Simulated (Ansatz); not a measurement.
`[NH2][GeH2][SiH2]Cl` + NH₃ → `N[SiH2][GeH2][NH2]` + HCl  (ligand exchange at the Si–Cl bond)

Program: Ansatz. Geometries: PBE0-D4/def2-TZVP. ΔE: electronic, gas phase. CCSD(T)/CBS is the MP2 limit (def2-TZVPP, def2-QZVPP) plus CCSD(T) − MP2 in def2-TZVPP, frozen cores. This one scheme is used for every species. For Ge outer-core shells are correlated without core-valence functions, which leaves a few kJ/mol of doubt a bond. Scalar relativity is left out up to krypton. One conformer a species, not always the lowest.

`[NH2][GeH2][SiH2]Cl`:

```xyz
10

N     1.139   -0.865   -1.189
Ge    0.536    0.657   -0.338
Si   -1.230    0.007    1.124
Cl   -0.503   -1.201    2.624
H     0.455   -1.294   -1.797
H     1.989   -0.724   -1.718
H     0.019    1.762   -1.297
H     1.733    1.223    0.445
H    -2.272   -0.758    0.390
H    -1.865    1.192    1.756
```

NH₃:

Cartesian coordinates in Å:
```
N 0.086 0.062 -0.261
H -0.394 -0.829 -0.223
H 0.862 0.009 0.386
H -0.554 0.759 0.098
```

`N[SiH2][GeH2][NH2]`:

Z-matrix (Å, degrees):
```
Si
Ge 1 2.391
N 1 1.729 2 107.0
H 1 1.489 2 110.2 3 115.6
H 1 1.498 2 110.6 3 -126.6
N 2 1.855 1 113.2 3 -60.6
H 2 1.544 1 110.1 3 57.9
H 2 1.541 1 112.1 3 179.2
H 3 1.008 1 119.2 2 162.9
H 3 1.008 1 119.0 2 -57.4
H 6 1.012 2 112.1 1 -70.2
H 6 1.013 2 112.1 1 50.4
```

HCl:

```xyz
2

Cl   -0.622    0.135   -0.063
H     0.622   -0.135    0.063
```

```tsv
species	HF/def2-TZVPP energy (Eh)
`[NH2][GeH2][SiH2]Cl`	-2881.85271
NH₃	-56.22104
`N[SiH2][GeH2][NH2]`	-2477.95367
HCl	-460.09908
```

(1) Work out ΔE.

Largest T1 diagnostic among the species: 0.011.

## Answers

(1) ΔE = (-2477.95367) + (-460.09908) − (-2881.85271) − (-56.22104) = 0.02100 Eh = +0.57 eV. CCSD(T)/CBS gives +0.55 eV.

In def2-TZVPP, CCSD(T) changes the Hartree–Fock value by −0.07 eV (the triples alone add −0.00 eV) and MP2 by −0.04 eV.
